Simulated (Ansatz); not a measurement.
Job for Ansatz (a first-principles code): U-CCSD(T)/def2-TZVPP on BH2I (SMILES BI), a point of a bond scan (R = 1.597 Å). Elements past Kr take the def2 small-core potentials; no spin–orbit coupling. The run froze 10 orbitals, filled d shells among them.

Ansatz 0.2 input:
```yaml
crystal:
  periodic: [false, false, false]
  atoms:
    - {symbol: B, position_ang: [-1.00687273, -1.52824232, 0.26334221]}
    - {symbol: H, position_ang: [-0.49152341, -2.57697316, 1.35120200]}
    - {symbol: H, position_ang: [-1.98651595, -1.65890826, -0.38610151]}
    - {symbol: I, position_ang: [0.14426438, 0.21896603, -0.03773158]}
basis:
  gaussian:
    orbitals: def2-TZVPP
correlation: {method: ccsd_t, electrons: outside_noble_gas}
scf: {omitted_lower_state_checks: [cluster_reference]}
magnetization: {spin_polarized: true, initial_magnetization: 0}
```

Program output:

```
WARN ansatz: RAYON_NUM_THREADS=1 ignored (pool sized by the plan → 1); use --threads N
Functional definition: HF
these checks for a lower state are left out or cut short: cluster_reference
integrals: 0.22 GiB planned
822 factors; integrals over basis functions are off by at most 1.3e-3 eV
mean field: 0.29 GiB planned
mean field evaluation 1: about -8774.3385 eV, gradient 7.8e0 eV
mean field evaluation 2: about -8774.3406 eV, gradient 7.8e0 eV
mean field evaluation 4: about -8775.0112 eV, gradient 1.9e0 eV
mean field evaluation 8: about -8775.0331 eV, gradient 6.0e-4 eV
mean field -8775.03307230 eV, -322.4765174761 hartree, gradient 2.3e-6 eV, S^2 0.000000; 0 other end points of the search recorded, 0 dependent functions left out
10 core orbitals not correlated
reference -8775.03307230 eV, -322.4765174761 hartree; 6, 6 occupied and 93, 93 virtual orbitals, 822 factors
second order -6.66763840 eV of doubles, -0.00000000 eV of singles
coupled cluster: 0.55 GiB planned
cycle   1  -7.20938917 eV  change   -5.4e-1 eV  update   7.8e-2
cycle   2  -7.44328388 eV  change   -2.3e-1 eV  update   2.5e-2
cycle   3  -7.50663971 eV  change   -6.3e-2 eV  update   1.6e-2
cycle   4  -7.50434269 eV  change    2.3e-3 eV  update   5.5e-3
cycle   5  -7.50347161 eV  change    8.7e-4 eV  update   2.4e-3
cycle   6  -7.50331689 eV  change    1.5e-4 eV  update   8.1e-4
cycle   7  -7.50323818 eV  change    7.9e-5 eV  update   2.0e-4
cycle   8  -7.50328260 eV  change   -4.4e-5 eV  update   5.8e-5
cycle   9  -7.50327739 eV  change    5.2e-6 eV  update   1.6e-5
cycle  10  -7.50327268 eV  change    4.7e-6 eV  update   4.6e-6
perturbative correction -0.31358539 eV, -0.0115240504 hartree
Total energy: -8782.84993037 eV, -322.7637817115 hartree
Checks for a lower state left out: cluster_reference
```

The calculation finished and met its thresholds.

Cost: roughly 8 core-seconds.
